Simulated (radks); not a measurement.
Values are calculated unless marked as measured or tabulated.
Coulomb parameter of the 5d shell of the platinum ion Pt+ in the model configuration [Xe] 4f14 5d7.5 6s1.5, as a second difference U = [E(n + 0.25) + E(n - 0.25) - 2 E(n)] / (0.25)^2 with all orbitals relaxed. "Bare": the charge of the atom changes with n. "Screened": the 6s shell takes up the change at fixed total charge, which measures U(5d,5d) + U(6s,6s) - 2 U(5d,6s). Code: a radial shooting solver on a logarithmic mesh with Libxc functionals. Model: scalar-relativistic Kohn-Sham, LDA (Slater exchange, Perdew-Wang correlation), spin-unpolarised, spherical densities, finite nucleus; Fermi nuclear charge, rms radius 5.427 fm.

| case | configuration | E - E(n) (eV) |
|---|---|---|
| start | [Xe] 4f14 5d7.5 6s1.5 | 0.000 |
| bare +0.25 | [Xe] 4f14 5d7.75 6s1.5 | -4.122 |
| bare -0.25 | [Xe] 4f14 5d7.25 6s1.5 | 4.836 |
| screened +0.25 | [Xe] 4f14 5d7.75 6s1.25 | -0.723 |
| screened -0.25 | [Xe] 4f14 5d7.25 6s1.75 | 0.800 |

U(bare) = 11.427 eV, U(screened by 6s) = 1.230 eV, against the Slater integral F0(5d,5d) = 15.683 eV with frozen orbitals.
